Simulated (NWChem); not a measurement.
CH$_{6}$BeGe; SMILES [CH3][Be][GeH3]

All runs: NWChem. Pople sets run with spherical d functions. The geometry was optimised at PBE0/def2-SVP. Level PBE/6-31G*: energy and gradient on several grids; changes count from the extra-fine grid, which is no exact limit either.

Q: Which is the coarsest grid (fine; medium; xcoarse; coarse; xfine) from which on the energy stays within 100 μHa and each gradient component within 200 μHa/bohr of xfine?

A: medium.
| grid | size of the energy change (μHa) | largest change of a gradient component (μHa/bohr) |
|---|---|---|
| xcoarse | 3000 | 10000 |
| coarse | 200 | 1000 |
| medium | 50 | 60 |
| fine | < 10 | 40 |
| xfine | < 10 | < 30 |
